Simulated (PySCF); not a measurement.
Ionisation energy of Hf⁴⁶⁺ by level of theory

Hf⁴⁶⁺ [Ar] 3d8 (3F) → Hf⁴⁷⁺ [Ar] 3d7 (4F), as a difference of total energies. Computed with PySCF 2.14 in an uncontracted even-tempered set (18 s from 10 bohr⁻², ratio 2.5; 13 p from 13 bohr⁻², ratio 2.5; 7 d from 13 bohr⁻², ratio 2.5; 4 f from 53 bohr⁻², ratio 2.7; 3 g from 80 bohr⁻², ratio 2.7), with scalar relativity by spin-free X2C-1e. Correlated levels: outer shells: [Ne] frozen; virtual orbitals above 40 to 60 times the deepest correlated orbital energy dropped. The calculations carry no spin-orbit coupling.

```csv
method,ionisation energy (eV)
UHF,4007.4
LDA,4007.5
PBE,4007.5
PBE0,4008.0
r2SCAN,4009.4
MN15,4007.1
M06-L,4011.2
MP2 (outer shells),4008.9
SCS-MP2 (outer shells),4008.8
```

Spin-orbit coupling is strong in these open shells (close to jj coupling). The scalar numbers leave it out and a first-order estimate fails, so it can dominate the gap to the real levels.

Breit and QED terms and the two-electron picture change are absent.

For comparison: 3984 ± 4 eV (theoretical estimate listed by NIST; NIST Atomic Spectra Database, ionization energies).
